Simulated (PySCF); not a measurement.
C2H9GaN, charge +1, multiplicity 1. Atoms are numbered in the order given.

```xyz
13

Ga     0.0119     0.2118     0.0522
C      1.4293     0.9281    -1.0609
H      2.3851     0.4370    -0.8142
H      1.5358     2.0107    -0.9027
H      1.2083     0.7417    -2.1245
C     -1.3591     0.4687     1.3999
H     -2.3404     0.1534     1.0097
H     -1.4158     1.5257     1.6968
H     -1.1290    -0.1387     2.2907
N     -0.0947    -1.8533    -0.4508
H     -0.8014    -2.0300    -1.1773
H     -0.3588    -2.4468     0.3455
H      0.7888    -2.2257    -0.8204
```
Charge +1, spin multiplicity 1.

Geometry optimised at TPSSh-D3(BJ)/def2-SVP. The spin state was assumed, not searched. The isomer is the one that the SMILES or the coordinates give; other isomers of the formula were not compared.

The numbers are results of PySCF with r2SCAN/def2-TZVP, not measurements.

ESP charges are fitted to the potential on shells at 1.4 to 2.0 van der Waals radii. Atomic charges (e):

```csv
atom,ESP fit,Mulliken,Löwdin,IAO
Ga1,0.98,0.54,0.50,0.99
C2,-0.84,-0.46,-0.45,-0.74
H3,0.23,0.17,0.15,0.19
H4,0.23,0.18,0.15,0.20
H5,0.23,0.17,0.15,0.19
C6,-0.85,-0.45,-0.45,-0.74
H7,0.23,0.16,0.15,0.19
H8,0.24,0.18,0.15,0.20
H9,0.23,0.17,0.15,0.19
N10,-0.76,-0.57,-0.09,-0.62
H11,0.36,0.30,0.20,0.32
H12,0.35,0.31,0.20,0.32
H13,0.35,0.31,0.19,0.32
```
